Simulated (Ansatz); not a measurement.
`OBB(O)F` + CH₃OH → `COBO` + `OBF`  (cleavage of the B–B bond)

Computed with Ansatz on PBE0-D4/def2-TZVP structures; ΔE is electronic, products minus reactants. CCSD(T)/CBS adds triple-zeta CCSD(T) − MP2 to the extrapolated MP2 energy (def2 sets, frozen cores). This one scheme is used for every species. One conformer a species, not always the lowest.

`OBB(O)F`:

```xyz
8

O     0.338    0.953    1.109
B     0.634    0.516   -0.141
B    -0.380   -0.759   -0.705
O    -1.377   -1.267    0.053
F    -0.233   -1.305   -1.910
H     0.903    1.664    1.425
H     1.544    1.027   -0.739
H    -1.429   -0.829    0.908
```

CH₃OH:

Cartesian coordinates in Å:
```
C 0.077 0.338 -0.082
O 0.252 -1.060 -0.044
H 0.920 0.750 -0.638
H 0.077 0.787 0.918
H -0.846 0.630 -0.598
H -0.479 -1.445 0.444
```

`COBO`:

```xyz
9

C     1.129    0.502   -0.559
O     0.016   -0.351   -0.409
B    -0.858   -0.209    0.617
O    -1.912   -1.056    0.721
H     1.162    1.262    0.227
H     1.073    0.998   -1.531
H     2.046   -0.090   -0.521
H    -0.728    0.649    1.444
H    -1.926   -1.706    0.011
```

`OBF`:

```xyz
5

O     0.700    0.489    0.528
B    -0.068   -0.129   -0.386
F    -1.244   -0.647   -0.035
H     0.310    0.505    1.408
H     0.301   -0.218   -1.516
```

| species | CCSD(T)/CBS(def2) energy (Eh) |
| --- | --- |
| `OBB(O)F` | -301.68481 |
| CH₃OH | -115.61712 |
| `COBO` | -216.29255 |
| `OBF` | -201.07426 |

Problem. Work out ΔE.

Solution. ΔE = (-216.29255) + (-201.07426) − (-301.68481) − (-115.61712) = -0.06488 Eh = -40.7 kcal/mol.

Largest T1 diagnostic among the species: 0.014.

From BLYP to BHLYP (50 % exact exchange), in def2-TZVPP and without D4, ΔE moves by −2.1 kcal/mol. At CCSD(T), def2-SVP lies −4.2 kcal/mol from the extrapolated value and def2-TZVPP −0.4 kcal/mol.
